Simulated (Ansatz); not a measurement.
Mulliken charges of C2H3InS, SMILES `C1=[CH][InH][S]1` from r2SCAN/def2-TZVPP in Ansatz (PBE0-D4/def2-TZVP geometry).

```csv
atom,x (Å),y (Å),z (Å),charge (e)
C1,-0.916,0.555,-0.366,0.084
C2,-0.039,0.682,0.640,-0.416
In3,1.125,-1.008,0.125,0.633
S4,-0.730,-0.786,-1.513,-0.362
H5,-1.756,1.229,-0.537,0.073
H6,-0.069,1.465,1.387,0.067
H7,2.385,-2.138,0.264,-0.079
```

Task: By hand: the dipole of these point charges (1 e Å = 4.8032 D).

Result: Σ q r = (0.594, -0.234, 0.363) e Å, of length 0.734 e Å = 3.53 D.

Task: How does the dipole of the full density compare? (Estimate.)

Result: Ansatz gave: (0.396, 0.010, 0.407) e Å, 2.73 D; the point charges give 1.29 times that, at 24° from its direction.

Point charges leave out the atoms' own dipoles, such as those of lone pairs, and Mulliken's split depends on the basis, so the two needn't agree.
